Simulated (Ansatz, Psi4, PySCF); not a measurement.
CdCl2 (SMILES [Cl][Cd][Cl]), singlet, at a GFN2-xTB geometry (such geometries of metal compounds can be far from the true shape) (core potentials on Cd). Base run: HF/def2-SVP run with PySCF.

The PySCF input:
```python
from pyscf import gto, scf

mol = gto.Mole()
mol.atom = '''
    Cd   -0.396713    0.183899   -0.314496
    Cl    1.796225    0.099293   -0.905454
    Cl   -0.676094   -0.618537    1.793443
'''
mol.basis = 'def2-svp'
mol.ecp = {'Cd': 'def2-svp'}
mol.charge = 0
mol.spin = 0
mol.verbose = 4
mol.build()

mf = scf.RHF(mol)
mf.kernel()
```

The same geometry, method and basis name were run in Ansatz (a quantum-chemistry and plane-wave program) and Psi4 and PySCF, at each program's defaults and at the settings that a row names. The base is PySCF at its defaults. Differences at the defaults can come from grids, fitting, cores and function types together.

```
code and settings                                                           ΔE vs base (µEh)  basis functions       E (Eh)  SCF cycles  dipole (D)
--------------------------------------------------------------------------  ----------------  ---------------  -----------  ----------  ----------
PySCF, defaults (exact integrals, spherical functions)                                   0.0               67  -1085.60764          10        6.18
Psi4, defaults (density fitting with its default set, spherical functions)              77.6               67  -1085.60756           8        6.18
Ansatz, defaults (factorised integrals, spherical functions)                            19.9               67  -1085.60762           -           -
PySCF, density fitting with def2-universal-jkfit                                        77.5               67  -1085.60756          10        6.18
Psi4, exact integrals, spherical functions                                               0.1               67  -1085.60764          12        6.18
Ansatz, high accuracy                                                                    0.0               67  -1085.60764           -           -
```
